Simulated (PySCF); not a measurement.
Compound: C₆H₁₂O₂.
Atom-mapped SMILES: `[CH3:1][CH:2]([CH3:3])[O:4][CH:5]1[CH2:6][O:7][CH2:8]1` (hydrogens: H9, H10, H11 on C1; H12 on C2; H13, H14, H15 on C3; H16 on C5; H17, H18 on C6; H19, H20 on C8)

Cartesian coordinates in Å at the PBE0-D3(BJ)/def2-SVP level; atoms count from 1:
```
atom  x, y, z in Å
C1    -1.747    0.968    0.128
C2    -1.184    0.578   -1.232
C3    -2.232   -0.036   -2.136
O4    -0.140   -0.370   -1.124
C5     1.024    0.078   -0.522
C6     2.209   -0.876   -0.663
O7     2.445   -0.863    0.742
C8     1.231   -0.162    0.986
H9    -2.583    1.674    0.011
H10   -2.117    0.077    0.658
H11   -0.989    1.457    0.759
H12   -0.777    1.490   -1.718
H13   -3.062    0.664   -2.307
H14   -2.635   -0.953   -1.680
H15   -1.789   -0.303   -3.106
H16    1.254    1.117   -0.828
H17    1.891   -1.866   -1.038
H18    3.079   -0.527   -1.245
H19    1.377    0.723    1.631
H20    0.446   -0.806    1.421
```

Method: TDDFT PBE0/def2-SVPD, vertical, gas phase, core orbitals frozen in the response in PySCF.

Frontier orbitals with the atoms that hold most of them (Löwdin shares over 4%, at most four atoms; ? is withheld):

```tsv
orbital	ε (eV)	atoms
HOMO-3	-9.22	O7 22%, C2 16%, O4 12%, C3 11%
HOMO-2	-8.87	O4 27%, O7 18%, C5 15%, C6 14%
HOMO-1	-7.56	?
HOMO	?	O7 54%, C8 10%, C6 9%, H20 6%
LUMO	0.61	?
LUMO+1	1.04	O7 16%, C8 16%, C6 13%, H19 9%
LUMO+2	1.10	H10 11%, H16 11%, O4 10%, C1 9%
```

(1) Give the leading atoms of the LUMO.

(2) Which atoms hold the HOMO-1, and with what shares?

(3) What is the HOMO energy, and the HOMO–LUMO gap?

Results:

(1) C1 (bonded to C and 3 H) 13%; C3 (bonded to C and 3 H) 9%; C2 (bonded to 2 C, O and H) 8%; H12 (bonded to C) 8%. By element: carbon 30% or more, hydrogen 8% or more.

(2) O4 (bonded to 2 C) 47%; C8 (bonded to C, O and 2 H) 11%; C5 (bonded to 2 C, O and H) 8%; C2 (bonded to 2 C, O and H) 7%. By element: oxygen 47% or more, carbon 26% or more.

(3) ε(HOMO) = -7.29 eV; the gap is 7.89 eV (0.2901 hartree).

**Question.** The HOMO–LUMO gap is 7.89 eV. Where does the response calculation put the lowest singlet, and from which orbitals?

**Answer.** S1 is at 6.88 eV (f = 0.0046), 1.01 eV below the gap, made of HOMO→LUMO (81%). 

**Question.** One configuration dominates each of S1, S2, S3 and S5. Which, and how do the shares of the two leading atoms of either orbital change from the occupied to the empty one?

**Answer.** 
- S1 (6.88 eV, f 0.0046), HOMO→LUMO (81%): O7 54% → at most 9%, C8 10% → at most 9%, C1 at most 6% → 13%, C3 at most 6% → 9%
- S2 (6.91 eV, f 0.0028), HOMO→LUMO+1 (83%): O7 54% → 16%, C8 10% → 16%
- S3 (7.05 eV, f 0.023), HOMO-1→LUMO (85%): O4 47% → at most 9%, C8 11% → at most 9%, C1 at most 7% → 13%, C3 at most 7% → 9%
- S5 (7.48 eV, f 0.020), HOMO-1→LUMO+1 (88%): O4 47% → at most 10%, C8 11% → 16%, O7 at most 7% → 16%

Cost: about 90 s of CPU time on one thread; the machine was shared, so the figure is rough.

One conformer stands for the species.
